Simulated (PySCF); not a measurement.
## Correlation energy of Tl⁻ (thallium, charge -1)

[Xe] 4f14 5d10 6s2 6p2, high-spin 3P determinant. Computed with PySCF 2.14 in x2c-TZVPPall with one added diffuse shell each of s, p, d, f type (12s8p7d4f, 99 functions), with scalar relativity by spin-free X2C-1e. Frozen: [Kr] 4d10 4f14; 22 electrons correlated.

```
  level  correlation energy (mhartree)
   CCSD                        -468.69
    (T)                         -12.41
CCSD(T)                        -481.10
```

Diagnostics: T1 = 0.012, D1 = 0.0581, largest double amplitude 0.064.

Spin-orbit coupling is strong in this species (close to jj coupling), so the high-spin LS determinant is a model state, not a physical level.

Cost of the coupled-cluster step: of the order of 60 core-seconds, for 22 correlated electrons.

This basis was not built for core-valence correlation, so the inner-shell part is incomplete.

Spin-orbit coupling is strong in this species, so the high-spin LS determinant is a model state.
